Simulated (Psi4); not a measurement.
Cl₃Ga (SMILES [Cl][Ga]([Cl])[Cl]), singlet, geometry from GFN2-xTB (such geometries of metal compounds can be far from the true shape); B3LYP/3-21G (Psi4 1.11).

The Psi4 input:
```
memory 2 GB

molecule {
0 1
Ga    0.00000000    0.00000000   -0.00000000
Cl   -1.75999983   -1.10581726   -0.20820478
Cl    0.10032532    1.95214694   -0.73677512
Cl    1.65967451   -0.84632969    0.94497990
}

set {
  basis 3-21g
}

energy('b3lyp')
print_variables()
```

Predict the main parts of the log of this Psi4 run.


```
   => Loading Basis Set <=

    Name: 3-21G
    Role: ORBITAL
    Keyword: BASIS

         ---------------------------------------------------------
                                   SCF
               by Justin Turney, Rob Parrish, Andy Simmonett
                          and Daniel G. A. Smith
                              RKS Reference
         ---------------------------------------------------------

  ==> Geometry <==

    Molecular point group: c2v
    Full point group: C1v

    Geometry (in Angstrom), charge = 0, multiplicity = 1:

       Center              X                  Y                   Z               Mass
    ------------   -----------------  -----------------  -----------------  -----------------
         GA           0.000000000000     0.000000000000     0.000000000940    68.925573500000
         CL           0.000000000000     0.000000000000    -2.088966355808    34.968852682000
         CL          -0.000000000000     1.809097931596     1.044483176978    34.968852682000
         CL           0.000000000000    -1.809097931596     1.044483176978    34.968852682000

  Running in c2v symmetry.

  Rotational constants: A =      0.07365  B =      0.07365  C =      0.03682 [cm^-1]
  Rotational constants: A =   2207.91152  B =   2207.91152  C =   1103.95576 [MHz]
  Nuclear repulsion =  527.301711579100925

  Charge       = 0
  Multiplicity = 1
  Electrons    = 82
  Nalpha       = 41
  Nbeta        = 41

  ==> Algorithm <==

  SCF Algorithm Type is DF.
  DIIS enabled.
  MOM disabled.
  Fractional occupation disabled.
  Guess Type is SAD.
  Energy threshold   = 1.00e-06
  Density threshold  = 1.00e-06
  Integral threshold = 1.00e-12

  ==> Primary Basis <==

  Basis Set: 3-21G
    Blend: 3-21G
    Number of shells: 31
    Number of basis functions: 62
    Number of Cartesian functions: 62
    Spherical Harmonics?: false
    Max angular momentum: 2

  ==> DFT Potential <==

   => LibXC <=

    Version 7.1.2
    S. Lehtola, C. Steigemann, M. J. T. Oliveira, and M. A. L. Marques,  SoftwareX 7, 1–5 (2018) (10.1016/j.softx.2017.11.002)

   => Composite Functional: B3LYP <=

    B3LYP Hyb-GGA Exchange-Correlation Functional

    P. J. Stephens, F. J. Devlin, C. F. Chabalowski, and M. J. Frisch,  J. Phys. Chem. 98, 11623 (1994) (10.1021/j100096a001)

    Deriv               =              1
    GGA                 =           TRUE
    Meta                =          FALSE

    Exchange Hybrid     =           TRUE
    MP2 Hybrid          =          FALSE

   => Exchange Functionals <=

    0.0800   Slater exchange
    0.7200         Becke 88

   => Exact (HF) Exchange <=

    0.2000               HF

   => Correlation Functionals <=

    0.1900   Vosko, Wilk & Nusair (VWN5_RPA)
    0.8100   Lee, Yang & Parr

   => LibXC Density Thresholds  <==

    XC_HYB_GGA_XC_B3LYP:  1.00E-15

   => Molecular Quadrature <=

    Radial Scheme          =       TREUTLER
    Pruning Scheme         =           NONE
    Nuclear Scheme         =       TREUTLER

    Blocking Scheme        =         OCTREE
    BS radius alpha        =              1
    Pruning alpha          =              1
    Radial Points          =             75
    Spherical Points       =            302
    Total Points           =          85332
    Total Blocks           =            741
    Max Points             =            252
    Max Functions          =             54
    Weights Tolerance      =       1.00E-15

   => Loading Basis Set <=

    Name: (3-21G AUX)
    Role: JKFIT
    Keyword: DF_BASIS_SCF

  ==> Integral Setup <==

  SCF_SUBTYPE=INCORE selected. In-core MEM_DF algorithm will be used.
  Using in-core AOs.

  ==> MemDFJK: Density-Fitted J/K Matrices <==

    J tasked:                   Yes
    K tasked:                   Yes
    wK tasked:                   No
    Algorithm:                 Core
    Schwarz Cutoff:           1E-12
    Mask sparsity (%):       8.2206
    Fitting Condition:        1E-10

   => Auxiliary Basis Set <=

  Basis Set: (3-21G AUX)
    Blend: DEF2-UNIVERSAL-JKFIT
    Number of shells: 174
    Number of basis functions: 836
    Number of Cartesian functions: 836
    Spherical Harmonics?: false
    Max angular momentum: 5

  Minimum eigenvalue in the overlap matrix is 1.9253604035E-02.
  Reciprocal condition number of the overlap matrix is 5.0983128551E-03.
    Using symmetric orthogonalization.

  ==> Pre-Iterations <==

  SCF Guess: Superposition of Atomic Densities via on-the-fly atomic UHF (no occupation information).

   -------------------------
    Irrep   Nso     Nmo
   -------------------------
     A1        29      29
     A2         4       4
     B1        11      11
     B2        18      18
   -------------------------
    Total      62      62
   -------------------------

  ==> Iterations <==

                           Total Energy        Delta E     RMS |[F,P]|

   @DF-RKS iter SAD: -3286.44290384144188   -3.28644e+03   0.00000e+00
   @DF-RKS iter   1: -3289.14932175754575   -2.70642e+00   2.81075e-02 DIIS/ADIIS
   @DF-RKS iter   2: -3289.40527611117159   -2.55954e-01   1.51792e-02 DIIS/ADIIS
   @DF-RKS iter   3: -3289.59954527010905   -1.94269e-01   5.90829e-03 DIIS/ADIIS
   @DF-RKS iter   4: -3289.62710768531178   -2.75624e-02   1.14179e-03 DIIS/ADIIS
   @DF-RKS iter   5: -3289.62799867023614   -8.90985e-04   3.55007e-05 DIIS
   @DF-RKS iter   6: -3289.62799982677961   -1.15654e-06   8.00389e-06 DIIS
   @DF-RKS iter   7: -3289.62799990673147   -7.99519e-08   1.98732e-07 DIIS
  Energy and wave function converged.

  ==> Post-Iterations <==

   Electrons on quadrature grid:
      Ntotal   =   82.0000104368 ; deviation = 1.044e-05

    Orbital Energies [Eh]
    ---------------------

    Doubly Occupied:

       1A1  -370.248425     2A1  -100.846284     1B2  -100.846280
       3A1  -100.846245     4A1   -45.811660     1B1   -40.467133
       2B2   -40.465689     5A1   -40.465688     6A1    -9.416257
       3B2    -9.416254     7A1    -9.416108     8A1    -7.186092
       4B2    -7.186089     9A1    -7.185917     2B1    -7.178954
       3B1    -7.178640     1A2    -7.178633     5B2    -7.177813
      10A1    -7.177813     6B2    -7.177779    11A1    -5.540103
       4B1    -3.802606     7B2    -3.802055    12A1    -3.802051
      13A1    -0.886114    14A1    -0.872508     8B2    -0.872499
       5B1    -0.818154     2A2    -0.818126    15A1    -0.810244
      16A1    -0.802189     9B2    -0.802170    17A1    -0.500999
      18A1    -0.418402    10B2    -0.418399     6B1    -0.388006
      11B2    -0.356722    19A1    -0.356719     7B1    -0.356324
       3A2    -0.356321    12B2    -0.345069

    Virtual:

      20A1    -0.091409     8B1    -0.071384    21A1     0.051962
      13B2     0.051968    22A1     0.088958     9B1     0.137924
      23A1     0.180811    14B2     0.180817    24A1     0.519372
      15B2     0.519375    25A1     0.546100    10B1     0.560524
       4A2     0.560527    16B2     0.634573    17B2     0.657603
      26A1     0.657605    11B1     0.670081    27A1     0.720953
      18B2     0.784896    28A1     0.784901    29A1     5.417238

    Final Occupation by Irrep:
             A1    A2    B1    B2
    DOCC [    19,    3,    7,   12 ]
    NA   [    19,    3,    7,   12 ]
    NB   [    19,    3,    7,   12 ]

  @DF-RKS Final Energy: -3289.62799990673147

   => Energetics <=

    Nuclear Repulsion Energy =            527.3017115791009246
    One-Electron Energy =               -5622.9343850909981484
    Two-Electron Energy =                1934.6455858037845701
    DFT Exchange-Correlation Energy =    -128.6409121986184516
    Empirical Dispersion Energy =           0.0000000000000000
    VV10 Nonlocal Energy =                  0.0000000000000000
    Total Energy =                      -3289.6279999067314748

Computation Completed

Properties will be evaluated at   0.000000,   0.000000,   0.000000 [a0]

Properties computed using the SCF density matrix

 Multipole Moments:

 ------------------------------------------------------------------------------------
     Multipole            Electronic (a.u.)      Nuclear  (a.u.)        Total (a.u.)
 ------------------------------------------------------------------------------------

 L = 1.  Multiply by 2.5417464519 to convert [e a0] to [Debye]
 Dipole X            :          0.0000000           -0.0000000           -0.0000000
 Dipole Y            :          0.0000000            0.0000000            0.0000000
 Dipole Z            :          0.0000050           -0.0000000            0.0000050
 Magnitude           :                                                    0.0000050

 ------------------------------------------------------------------------------------

  Variable Map:
  ----------------------------------------------------------------------------
  "CURRENT ENERGY"              =>   -3289.627999906731
  "CURRENT REFERENCE ENERGY"    =>   -3289.627999906731
  "DD SOLVATION ENERGY"         =>       0.000000000000
  "DFT FUNCTIONAL TOTAL ENERGY" =>   -3289.627999906731
  "DFT TOTAL ENERGY"            =>   -3289.627999906731
  "DFT VV10 ENERGY"             =>       0.000000000000
  "DFT XC ENERGY"               =>    -128.640912198618
  "GRID ELECTRONS ALPHA"        =>      41.000005218396
  "GRID ELECTRONS BETA"         =>      41.000005218396
  "GRID ELECTRONS TOTAL"        =>      82.000010436792
  "NUCLEAR REPULSION ENERGY"    =>     527.301711579101
  "ONE-ELECTRON ENERGY"         =>   -5622.934385090998
  "PCM POLARIZATION ENERGY"     =>       0.000000000000
  "PE ENERGY"                   =>       0.000000000000
  "SCF ITERATION ENERGY"        =>   -3289.627999906731
  "SCF ITERATIONS"              =>       7.000000000000
  "SCF TOTAL ENERGY"            =>   -3289.627999906731
  "TWO-ELECTRON ENERGY"         =>    1934.645585803785
  "XC GRID RADIAL POINTS"       =>      75.000000000000
  "XC GRID SPHERICAL POINTS"    =>     302.000000000000
  "XC GRID TOTAL POINTS"        =>   85332.000000000000

  Array Variable Map:
  ----------------------------------------------------------------------------
  "CURRENT DIPOLE"              =>      -0.000000000000 ... 0.000005020683 1 by 3
  "SCF DIPOLE"                  =>      -0.000000000000 ... 0.000005020683 1 by 3
  "SCF TOTAL ENERGIES"          =>   -3286.442903841442 ... -3289.627999906731 1 by 8
```
